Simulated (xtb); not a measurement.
p-cresol (C₇H₈O), SMILES Cc1ccc(O)cc1. All values are semi-empirical tight-binding results from xtb (GFN2-xTB unless named), good for trends rather than for accurate numbers. Geometry optimised at GFN2-xTB. One conformer was computed; it need not be the lowest.

```
Item                                           Result
--------------------------------------  -------------
orbital gap                                   4.20 eV
dipole moment                                  1.59 D
zero-point energy                       80.6 kcal/mol
G − E(el) at 298.15 K (modified RRHO)   60.3 kcal/mol
static polarisability (D4 model)           83.8 bohr³
solvation energy, GFN2-xTB/ALPB(water)  -4.5 kcal/mol
solvation energy, GFN2-xTB/ALPB(chcl3)  -6.8 kcal/mol
```

Q: Give the IR lines (harmonic; lines under 4 % of the strongest left out, lines within 3 cm⁻¹ merged). (Estimate from the structure and the level; the computed values follow.)

A: ν (cm⁻¹): 374 (w), 403 (w), 423 (vs), 750 (w), 798 (m), 870 (w), 1017 (w), 1034 (w), 1128 (m), 1150 (vs), 1190 (w), 1224 (s), 1287 (w), 1291 (s), 1337 (m), 1430 (m), 1484 (w), 1503 (vs), 1592 (w), 1619 (m), 2994 (m), 3036 (m), 3051 (m), 3077 (s), 3109 (m), 3523 (w) (against the strongest line: vs over 80 %, s over 45 %, m over 15 %, w over 4 %, vw less)
